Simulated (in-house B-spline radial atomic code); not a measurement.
A calculation on Ar III (Ar2+): its settings, and results tabulated from the run. All numbers are computed (non-relativistic PBE, spin-polarised, spherical fractional occupations; point nucleus, inside a hard spherical wall at 4.33 bohr) with a radial B-spline atomic code at the basis-set limit, not measured.

Command:
```bash
python run_scf.py task.json out
```
Settings:
```
Z                18
configuration    [Ne] 3s2 3p3 3d1
hamiltonian      nr
method           pbe,pbe
spin_polarised   True
wall_radius      4.33
```

Output (hartree, bohr):
```
 radial grid: 40 intervals, B-splines of order 8, outer radius 4.33 bohr

 iter        energy (Eh)    residual
    1        -522.708554    2.62e-01
    2        -524.575802    1.18e-01
    3        -525.045012    3.28e-02
    4        -525.081253    1.18e-02
    5        -525.083323    3.97e-03
    6        -525.083955    1.60e-04
    7        -525.083956    4.88e-05
    8        -525.083956    6.34e-07
    9        -525.083956    1.34e-08

 total energy                      -525.08396
 kinetic                             524.7425
 electron-nucleus                  -1232.8392
 Hartree                             212.9102
 exchange-correlation                -29.8974

 orbital      occ     eigenvalue          <r>       <r^2>       <1/r>       r_max
 1s up      1.000      -115.4180    0.0862016  0.00998298     17.5455     0.05654
 1s down    1.000      -115.3929    0.0861867  0.00997941     17.5479     0.05653
 2s up      1.000       -12.0038      0.41585    0.205181        3.53      0.3402
 2s down    1.000       -11.9736     0.415404    0.204559     3.53094      0.3403
 2p up      3.000        -9.6299     0.376587    0.176199     3.45042       0.281
 2p down    3.000        -9.5913     0.376203    0.175605     3.45085      0.2813
 3s up      1.000        -1.9498      1.32127     2.00045     1.04727       1.151
 3s down    1.000        -1.7546      1.33149     2.04099     1.04456       1.146
 3p up      3.000        -1.3968       1.4344     2.38562    0.941494       1.222
 3d up      1.000        -0.5985      1.70496      3.3988    0.716547       1.398
```

Time taken, with all properties: 0.05 s on 1 thread of Arm Neoverse V1 (shared host).
